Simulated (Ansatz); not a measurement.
`C[O][In]([CH3])[SH]` → `[CH3][InH][SH]` + `C=O`  (β-hydride elimination)

Isolated molecules relaxed with PBE0-D4/def2-TZVP in Ansatz; ΔE leaves out vibrations. CCSD(T)/CBS adds triple-zeta CCSD(T) − MP2 to the extrapolated MP2 energy (def2 sets, frozen cores). This one scheme is used for every species. Functionals use def2-TZVPP. Elements past krypton have def2 core potentials. For In outer-core shells are correlated without core-valence functions, which leaves a few kJ/mol of doubt a bond. Each species was taken in one conformer, which may not be the lowest.

CCSD(T)/CBS gives +33.8 kcal/mol.

Another level gave +29.9 kcal/mol. Which?
A. RPA@PBE/def2-TZVPP
B. revPBE-D4/def2-TZVPP
C. r2SCANh-D4/def2-TZVPP
D. CAM-B3LYP-D4/def2-TZVPP

B. revPBE-D4 29.9, r2SCANh-D4 33.9, CAM-B3LYP-D4 32.2, RPA@PBE/def2-TZVPP 28.4 kcal/mol.

Largest T1 diagnostic among the species: 0.015.

In def2-TZVPP, CCSD(T) changes the Hartree–Fock value by +6.8 kcal/mol (the triples alone add +0.6 kcal/mol) and MP2 by +9.5 kcal/mol. The D4 term adds +2.6 kcal/mol with B3LYP and +1.5 kcal/mol with PBE0; it sums over pairs of atoms, weighted by their polarisabilities, and B3LYP, whose exchange is more repulsive, gets the larger term.

B3LYP here is the variant with VWN-RPA as its local correlation; programs differ in this.
